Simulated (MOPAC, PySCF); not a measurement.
[W(=O)2(OH)2], neutral singlet in the gas phase. 

Cartesian coordinates (Å):
```xyz
7

W      0.1205     0.0993    -0.2214
O     -1.5297    -0.2434     0.1621
O      1.0223    -0.4373     1.1520
O      0.3655     1.9621    -0.4829
H      0.2076     2.7131     0.1180
O      0.6496    -0.8573    -1.7717
H      0.6255    -1.8121    -1.9654
```
Charge 0, spin multiplicity 1.

All levels are single points at this geometry (BP86-D3(BJ)/def2-SVP); Pople sets use spherical d functions. Orbital energies aren't observables, and empty levels follow the basis.

SVWN5/6-31G* (LANL2DZ on W) in PySCF gives dipole (D) = 1.88.

Question: Estimate the dipole (D) from each of these levels: PBE-D3(BJ)/def2-TZVP in PySCF; TPSSh-D3(BJ)/def2-TZVP in PySCF; B3LYP/6-311+G** (LANL2DZ on W) in PySCF; B3LYP/LANL2DZ in PySCF; PM7 in MOPAC.

Answer: 
| level | dipole (D) |
|---|---|
| PBE-D3(BJ)/def2-TZVP in PySCF | 2.01 |
| TPSSh-D3(BJ)/def2-TZVP in PySCF | 2.09 |
| B3LYP/6-311+G** (LANL2DZ on W) in PySCF | 1.73 |
| B3LYP/LANL2DZ in PySCF | 1.64 |
| PM7 in MOPAC | 2.51 |
